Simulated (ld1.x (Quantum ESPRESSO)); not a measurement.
**Logarithmic derivatives: H (Z = 1), RRKJ**

```
Element                 : hydrogen (H)
Generator               : ld1.x (Quantum ESPRESSO) 7.5
Type                    : norm-conserving RRKJ (Kleinman–Bylander form)
Functional              : LDA (PZ)
Relativity              : scalar-relativistic
Frozen core             : none
Valence charge          : 1
Reference configuration : 1s1
Partial waves           : 2p channel at -0.05 Ry: rc 0.90 bohr; 1s (bound): rc 1.15 bohr
Local potential         : the s channel
Core correction         : none
```

The phase is arctan(r·u′/u) with u = r·R(r), unwrapped; energies in Ry, scanned from -2 to 5 Ry. A pole is an energy at which the radial function vanishes at the test radius. The pseudo phase is shifted by a multiple of π to meet the all-electron one at the reference energy, and phase errors are pseudo minus all-electron; the curves can meet again beyond the range given. Levels narrower than the energy grid can be missing from the lists of poles.

| channel | radius (bohr) | reference energy (Ry) | poles, all-electron | poles, pseudo | unbroken range about the reference energy with phases within 0.05 rad | phase error 1 Ry above the reference energy (rad) |
| --- | --- | --- | --- | --- | --- | --- |
| s | 1.25 | -0.47 | 2.87 | 2.93 | the whole range | +0.002 |
| p | 1.25 | -0.05 | none | none | the whole range | -0.000 |

Phases in the p channel:

| E (Ry) | all-electron | pseudo |
| --- | --- | --- |
| -2.00 | 1.142 | 1.142 |
| -1.76 | 1.129 | 1.129 |
| -1.52 | 1.115 | 1.115 |
| -1.28 | 1.100 | 1.100 |
| -1.04 | 1.083 | 1.083 |
| -0.80 | 1.065 | 1.065 |
| -0.56 | 1.045 | 1.045 |
| -0.32 | 1.023 | 1.023 |
| -0.08 | 0.998 | 0.998 |
| 0.16 | 0.971 | 0.971 |
| 0.40 | 0.941 | 0.941 |
| 0.64 | 0.907 | 0.907 |
| 0.88 | 0.868 | 0.868 |
| 1.12 | 0.824 | 0.824 |
| 1.36 | 0.774 | 0.773 |
| 1.60 | 0.716 | 0.715 |
| 1.84 | 0.650 | 0.648 |
| 2.08 | 0.573 | 0.570 |
| 2.32 | 0.484 | 0.480 |
| 2.56 | 0.382 | 0.377 |
| 2.80 | 0.266 | 0.259 |
| 3.04 | 0.137 | 0.127 |
| 3.28 | -0.003 | -0.016 |
| 3.52 | -0.150 | -0.166 |
| 3.76 | -0.297 | -0.315 |
| 4.00 | -0.439 | -0.459 |
| 4.24 | -0.571 | -0.592 |
| 4.48 | -0.690 | -0.712 |
| 4.72 | -0.795 | -0.817 |
| 4.96 | -0.886 | -0.908 |
